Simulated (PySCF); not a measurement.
## Two-component Hartree-Fock for Ar⁺ (argon, charge +1)

Start: [Ne] 3s2 3p5; 3p1/2 filled at m_j = -1/2, +1/2; 3p3/2 filled at m_j = -1/2, +1/2, +3/2. Calculated with PySCF 2.14 in x2c-TZVPPall-2c: generalised Hartree-Fock with the X2C-1e Hamiltonian and a Gaussian nucleus; one run each with spin-orbit coupling (SO) switched off, then screened by Boettger's factors.

| spinor shell | electrons | ε, spin-free (eV) | ε, screened SO (eV) | weight of nominal j (screened SO) | rms radius, screened SO (bohr) |
| --- | --- | --- | --- | --- | --- |
| 1s1/2 | 2 | -3254.7 | -3254.7 | 1.000 | 0.0991 |
| 2s1/2 | 2 | -351.67 | -351.65 | 1.000 | 0.446 |
| 2p1/2 | 2 | -274.49 | -276.25 | 0.993 | 0.415 |
| 2p3/2 | 4 | -274.49 | -273.59 | 0.997 | 0.418 |
| 3s1/2 | 2 | -46.882 | -46.874 | 0.999 | 1.48 |
| 3p1/2 | 2 | -28.490 | -28.511 | 0.637 | 1.70 |
| 3p3/2 | 3 | -28.490 | -28.488 | 0.758 | 1.70 |

```tsv
quantity	spin-free	screened SO
E (hartree)	-528.07374	-528.07759
M_J	3/2	3/2
⟨J²⟩	3.761	3.761
⟨L²⟩	2.008	2.008
⟨S²⟩	0.753	0.753
```

Each row is a mean over spinors that exchange with the open shell spreads, by up to 3.841 eV (3s1/2).

Rows whose weight is well below 1 are mixtures of j = l ± 1/2: exchange outweighs spin-orbit coupling there, and the label is only the starting occupation.

Without spin-orbit coupling the j labels of p, d and f shells carry no meaning; the spin-free column gives the mean over the occupied spinors of each nl shell.
